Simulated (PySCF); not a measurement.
Members of one family of related compounds. The calculation used PySCF, TDDFT CAM-B3LYP/def2-SVPD, vertical, gas phase, core orbitals frozen in the response. Geometries: PBE0-D3(BJ)/def2-SVP; one conformer of each isolated species. Triplets are in the Tamm–Dancoff approximation.

Task: Rank by computed lowest singlet excitation energy, highest first.
A. `CC(=O)[SiH]([SiH3])[SiH3]`
B. `FC(F)(F)[SiH]([SiH3])[SiH3]`
C. `CC(=S)[SiH]([SiH3])[SiH3]`
D. `[SiH]([SiH3])(C(N(C)C)=O)[SiH3]`
E. `C/N=C/[SiH]([SiH3])[SiH3]`

Result: B (6.71 eV), D (4.89 eV), E (4.45 eV), A (3.60 eV), C (2.18 eV).

```json
{"SMILES": "FC(F)(F)[SiH]([SiH3])[SiH3]", "S1 (eV)": "6.71", "T1 (eV)": "5.93", "first f ≥ 0.01 (nm)": "185", "α (au)": "103.9", "f (S1)": "0.048", "LUMO (eV)": "0.37", "S1 mainly": "H→L (57%)"}
{"SMILES": "CN(C)C(=O)[SiH]([SiH3])[SiH3]", "S1 (eV)": "4.89", "T1 (eV)": "4.31", "first f ≥ 0.01 (nm)": "199", "α (au)": "139.7", "f (S1)": "0.010", "LUMO (eV)": "0.53", "S1 mainly": "H→L (72%)"}
{"SMILES": "C/N=C/[SiH]([SiH3])[SiH3]", "S1 (eV)": "4.45", "T1 (eV)": "3.65", "first f ≥ 0.01 (nm)": "203", "α (au)": "125.4", "f (S1)": "0.004", "LUMO (eV)": "0.10", "S1 mainly": "H→L (88%)"}
{"SMILES": "CC(=O)[SiH]([SiH3])[SiH3]", "S1 (eV)": "3.60", "T1 (eV)": "2.99", "first f ≥ 0.01 (nm)": "206", "α (au)": "118.6", "f (S1)": "0.002", "LUMO (eV)": "-0.20", "S1 mainly": "H→L (92%)"}
{"SMILES": "CC(=S)[SiH]([SiH3])[SiH3]", "S1 (eV)": "2.18", "T1 (eV)": "1.70", "first f ≥ 0.01 (nm)": "261", "α (au)": "135.6", "f (S1)": "0.000", "LUMO (eV)": "-1.42", "S1 mainly": "H→L (99%)"}
```

H and L stand for HOMO and LUMO.

- `FC(F)(F)[SiH]([SiH3])[SiH3]`: Löwdin shares by element: HOMO silicon 75%, hydrogen 5% or more (atoms not listed hold the other 20%); LUMO silicon 65%, hydrogen 8% or more (atoms not listed hold the other 27%).
- `CN(C)C(=O)[SiH]([SiH3])[SiH3]`: Löwdin shares by element: HOMO oxygen 50%, silicon 21% or more, carbon 12% or more (atoms not listed hold the other 17%); LUMO silicon 32% or more, carbon 18% or more, oxygen 15% (atoms not listed hold the other 35%).
- `C/N=C/[SiH]([SiH3])[SiH3]`: Löwdin shares by element: HOMO nitrogen 48%, carbon 23%, silicon 9% or more (atoms not listed hold the other 20%); LUMO nitrogen 30%, carbon 28% or more, silicon 21% or more (atoms not listed hold the other 21%).
- `CC(=O)[SiH]([SiH3])[SiH3]`: Löwdin shares by element: HOMO oxygen 46%, carbon 29%, silicon 14% or more; LUMO carbon 40%, oxygen 27%, silicon 11% or more (atoms not listed hold the other 22%).
- `CC(=S)[SiH]([SiH3])[SiH3]`: S1 has the pattern of n→π* at C=S.
